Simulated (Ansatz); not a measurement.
Geometry optimisation, RKS B3LYP-D4/def2-SVP in Ansatz.

Input file:

```yaml
crystal:
  periodic: [false, false, false]
  atoms:
    - { symbol: O, position_ang: [0.362, 0.9445, -1.2602] }
    - { symbol: Sn, position_ang: [0.0952, -0.2192, 0.2841] }
    - { symbol: Cl, position_ang: [0.21295, 1.10697, 2.19733] }
    - { symbol: Cl, position_ang: [1.73563, -1.79861, 0.39799] }
    - { symbol: H, position_ang: [-0.4684, 1.5856, -1.245] }
    - { symbol: H, position_ang: [-1.48412, -0.98951, 0.17346] }
basis:
  gaussian: { orbitals: def2-SVP }
hamiltonian:
  xc: b3lyp
  dispersion: d4
relax:
  f_tol: 0.015
  max_steps: 40
```

Launched with:

```bash
$ ansatz run input.yaml --threads 1 --pin off --max-ram 2048MiB --backend cpu --events-out ev --progress --plain --runs-dir out
```

Problem. Where does it end, and by what steps?

Solution. It converged. After 9 steps the energy has fallen by 0.336 eV; H5 moved furthest, 0.95 Å.

```csv
step,energy less start (eV),largest force component (eV/Å),accepted
0,0.0000,2.477,yes
1,-0.2011,1.205,yes
2,-0.2330,0.914,yes
3,-0.2365,0.618,yes
4,-0.2595,0.415,yes
5,-0.3090,0.296,yes
6,-0.3284,0.119,yes
7,-0.3352,0.073,yes
8,-0.3355,0.133,yes
9,-0.3361,0.007,yes
```

```xyz
6
Properties=species:S:1:pos:R:3
O -0.267 0.932 -1.256
Sn -0.140 -0.240 0.327
Cl 0.043 1.110 2.248
Cl 1.858 -1.480 0.201
H 0.479 1.545 -1.332
H -1.520 -1.237 0.359
```

Time of the run: 53 s on 1 thread of Intel(R) Xeon(R) Processor @ 2.70GHz, on a shared host, peak memory 0.21 GiB.
